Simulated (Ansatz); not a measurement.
Geometry optimisation, RKS PBE0/def2-SVP (Ansatz).

The input (input.yaml):

```yaml
crystal:
  periodic: [false, false, false]
  atoms:
    - { symbol: Ge, position_ang: [-0.207716, 0.436571, -0.270415] }
    - { symbol: O, position_ang: [0.622923, -0.338035, 2.470854] }
    - { symbol: H, position_ang: [-0.192605, -0.529265, 2.952665] }
    - { symbol: H, position_ang: [1.178226, -0.163472, -0.456134] }
    - { symbol: O, position_ang: [-0.617422, 1.139092, -1.842516] }
    - { symbol: H, position_ang: [-1.518522, 1.477101, -1.88297] }
    - { symbol: H, position_ang: [-1.357346, -0.446871, 0.230921] }
    - { symbol: F, position_ang: [-0.113306, 1.766027, 0.815993] }
    - { symbol: H, position_ang: [0.638668, 0.644952, 2.449202] }
basis:
  gaussian: { orbitals: def2-SVP }
hamiltonian:
  xc: pbe0
relax:
  f_tol: 0.03
  max_steps: 50
```

Command:

```bash
$ ansatz run input.yaml --threads 2 --pin off --max-ram 3072MiB --backend cpu --events-out ev --progress --plain --runs-dir out
```

**Question.** Where does it end, and by what steps?

**Answer.** The run converged. After 7 steps the energy has fallen by 0.045 eV; O2 moved furthest, 0.13 Å.

```json
{"step": "0", "energy less start (eV)": "0.0000", "largest force component (eV/Å)": "0.920", "accepted": "yes"}
{"step": "1", "energy less start (eV)": "-0.0296", "largest force component (eV/Å)": "0.649", "accepted": "yes"}
{"step": "2", "energy less start (eV)": "-0.0390", "largest force component (eV/Å)": "0.454", "accepted": "yes"}
{"step": "3", "energy less start (eV)": "-0.0416", "largest force component (eV/Å)": "0.355", "accepted": "yes"}
{"step": "4", "energy less start (eV)": "-0.0427", "largest force component (eV/Å)": "0.168", "accepted": "yes"}
{"step": "5", "energy less start (eV)": "-0.0441", "largest force component (eV/Å)": "0.132", "accepted": "yes"}
{"step": "6", "energy less start (eV)": "-0.0446", "largest force component (eV/Å)": "0.060", "accepted": "yes"}
{"step": "7", "energy less start (eV)": "-0.0448", "largest force component (eV/Å)": "0.009", "accepted": "yes"}
```

```xyz
9
Properties=species:S:1:pos:R:3
Ge -0.204 0.395 -0.218
O 0.607 -0.285 2.348
H -0.152 -0.546 2.883
H 1.183 -0.196 -0.407
O -0.601 1.090 -1.796
H -1.464 1.518 -1.828
H -1.373 -0.463 0.276
F -0.127 1.792 0.858
H 0.565 0.682 2.352
```

Whether the end is a true minimum wasn't checked by a vibrational analysis.

Run time: 17 s on 2 threads of Arm Neoverse V2, on a shared host, peak memory 0.21 GiB.
